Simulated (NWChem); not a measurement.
BiCl2 cation; SMILES [Bi+]([Cl])[Cl]

```xyz
3

Bi     0.0000     0.0000     0.4452
Cl     1.8254     0.0000    -1.0867
Cl    -1.8254     0.0000    -1.0867
```
Atoms are numbered in this order, from 1.

Program: NWChem. Medium grid unless said otherwise, to which SCAN and Minnesota functionals are sensitive. All runs use the structure optimised with PBE0/def2-SVP. def2 effective core potentials on Bi; no spin-orbit coupling.

**Question.** Order these by “orbital gap (eV)”, lowest first: TPSS/def2-SVP; MN15-L/def2-SVP; B3LYP/def2-SVP; MN15/def2-SVP.

**Answer.** TPSS/def2-SVP (2.59), MN15-L/def2-SVP (3.03), B3LYP/def2-SVP (3.87), MN15/def2-SVP (5.41)
